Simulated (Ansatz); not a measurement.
Reactions of `[F][Sb]([F])[SiH3]`.

Isolated molecules relaxed with PBE0-D4/def2-TZVP in Ansatz; ΔE leaves out vibrations. CCSD(T)/CBS is the MP2 limit (def2-TZVPP, def2-QZVPP) plus CCSD(T) − MP2 in def2-TZVPP, frozen cores. This one scheme is used for every species, atoms too. DFT in def2-TZVPP. No spin–orbit coupling; open shells (•) take unrestricted orbitals. Spin–orbit coupling would lower the free atoms: a little for F, Si. Elements past krypton have def2 core potentials. Bonds to Ga, Sb, Sc are less sure, by a few kJ/mol each and by 10 to 20 or more in all where they break to atoms, as the def2 sets lack core-valence functions. Scalar relativity is left out up to krypton. Each species was taken in one conformer, which may not be the lowest.

| reaction | CCSD(T)/CBS(def2) (kcal/mol) |
| --- | --- |
| `[F][Sb]([F])[SiH3]` + `[OH][Sc]([Cl])[Cl]` → `[SiH3][O][Sc]([Cl])[Cl]` + `[F][SbH][F]` | ? |
| `[F][Sb]([F])[SiH3]` + `FBC[SiH3]` → `FB([SiH3])C[SiH3]` + `[F][SbH][F]` | 11.0 |
| `[F][Sb]([F])[SiH3]` → F• + `[F][Sb][SiH3]`• | 110.0 |
| `[F][Sb]([F])[SiH3]` + H₂ → `[F][SbH][F]` + SiH₄ | 0.4 |
| `[F][Sb]([F])[SiH3]` → `[F][SbH][F]` + `[SiH2]` | ? |
| `[F][Sb]([F])[SiH3]` + HCl → `[F][Sb]([F])[Cl]` + SiH₄ | -21.1 |
| `[F][Sb]([F])[SiH3]` + `[OH][Ga]([F])[F]` → `[F][Ga]([F])[O][SiH3]` + `[F][SbH][F]` | -17.7 |
| `[F][Sb]([F])[SiH3]` → 2 F• + 3 H• + Sb• + Si• | 490.1 |

(1) Fill in the missing values. (An estimate is asked.)

Largest T1 diagnostic: 0.016, for `[F][Sb][SiH3]`•.

## Answers

(1) Ansatz gave: `[F][Sb]([F])[SiH3]` + `[OH][Sc]([Cl])[Cl]` → `[SiH3][O][Sc]([Cl])[Cl]` + `[F][SbH][F]`: -21.1 kcal/mol; `[F][Sb]([F])[SiH3]` → `[F][SbH][F]` + `[SiH2]`: +61.6 kcal/mol.
